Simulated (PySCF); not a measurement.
FI₃Si. Atoms are numbered in the order given.

```xyz
5

F      0.0000     0.0000     2.1778
Si     0.0000     0.0000     0.5602
I      2.0188     1.1655    -0.1726
I      0.0000    -2.3311    -0.1726
I     -2.0188     1.1655    -0.1726
```

Coordinates come from a B3LYP-D3(BJ)/def2-SVP optimisation. The def2 effective core potentials stand for the cores of I; spin–orbit coupling is left out.

All values below come from HF/def2-TZVP (PySCF).

ESP charges are fitted to the potential on shells at 1.4 to 2.0 van der Waals radii. Atomic charges (e):

```json
[
 {"atom": "F1", "ESP fit": "-0.03", "Mulliken": "___", "Löwdin": "-0.05"},
 {"atom": "Si2", "ESP fit": "-0.20", "Mulliken": "___", "Löwdin": "-0.56"},
 {"atom": "I3", "ESP fit": "0.08", "Mulliken": "___", "Löwdin": "0.20"},
 {"atom": "I4", "ESP fit": "0.08", "Mulliken": "___", "Löwdin": "0.20"},
 {"atom": "I5", "ESP fit": "0.08", "Mulliken": "___", "Löwdin": "0.20"}
]
```

**Question.** Fill in the missing entries. (The exact figures need the calculation; the answer reports its results.)

**Answer.** 
- F1, Mulliken: -0.38
- Si2, Mulliken: 0.78
- I3, Mulliken: -0.13
- I4, Mulliken: -0.13
- I5, Mulliken: -0.13

Computed Mayer and Wiberg (Löwdin basis) orders of the bonds:
```csv
bond,Mayer,Wiberg
F1–Si2,1.02,1.63
Si2–I3,1.14,1.64
Si2–I4,1.14,1.64
Si2–I5,1.14,1.64
```
